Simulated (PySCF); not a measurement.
## Computed properties of C2H4F2OSi, SMILES FC1(F)OC[SiH2]1

C2H4F2OSi, SMILES FC1([SiH2]CO1)F. Geometry optimised at B3LYP-D3(BJ)/def2-SVP. This is a generated structure with no PubChem entry under its InChIKey; it may be hypothetical. The values are those of a single conformer. All values are computed for the isolated molecule unless a solvent is named; none is compared with measurement here.

**Structure.** The optimised structure has Cs symmetry. All 24 harmonic modes at B3LYP-D3(BJ)/def2-SVP (PySCF) are real, so it is a minimum. With heavy atoms numbered as in [F:1][C:2]1([F:3])[O:4][CH2:5][SiH2:6]1, the shortest bond between them is F1–C2 at 1.355 Å and the longest C2–Si6 at 1.937 Å.

**Vibrations.** The strongest infrared lines (harmonic, unscaled, degenerate partners summed) lie at 1230 cm⁻¹ (250 km/mol, C 72 %, F 15 %, H 11 %), 1085 cm⁻¹ (232 km/mol, C 62 %, O 20 %, H 16 %), 1131 cm⁻¹ (182 km/mol, C 73 %, F 26 %). The softest mode is at 54 cm⁻¹ and the zero-point energy is 37.4 kcal/mol.

**Electronic structure.** M06-2X/def2-TZVP (PySCF) places the frontier levels at -10.01 and 0.00 eV, a gap of 10.01 eV, and gives a dipole moment of 3.87 D and a mean polarisability of 51.9 bohr³. PBE/def2-TZVP (PySCF) at the same geometry gives -7.16 and -1.53 eV, so its gap is 4.38 eV narrower. An orbital gap is neither the optical nor the fundamental gap.

**Excitations.** TDDFT-B3LYP/def2-SVPD (PySCF) has S1 at 6.53 eV (190 nm, f = 0.019, weak); the most intense of the 10 singlets computed lies at 7.26 eV (f = 0.07). T1 (TDA) is at 6.07 eV. TDDFT-PBE/def2-SVPD (PySCF) puts S1 at 5.78 eV. No vertical singlet excitation falls in the visible range (under 3.1 eV).

**NMR.** GIAO shifts at B3LYP/pcSseg-1 (PySCF) (non-relativistic, atoms alike by connectivity averaged): ¹³C from 57.3 to 140.7 ppm against TMS; ¹H from 4.4 to 5.4 ppm against TMS; ²⁹Si at -6.0 ppm against TMS; ¹⁹F at -72.8 ppm against CFCl3.

**Solvation.** SMD-M06-2X/def2-SVP (PySCF) gives -2.4 kcal/mol in water, -4.8 kcal/mol in methanol, -2.4 kcal/mol in toluene (1 M in both phases, gas-phase geometry); of these solvents methanol holds the molecule best.
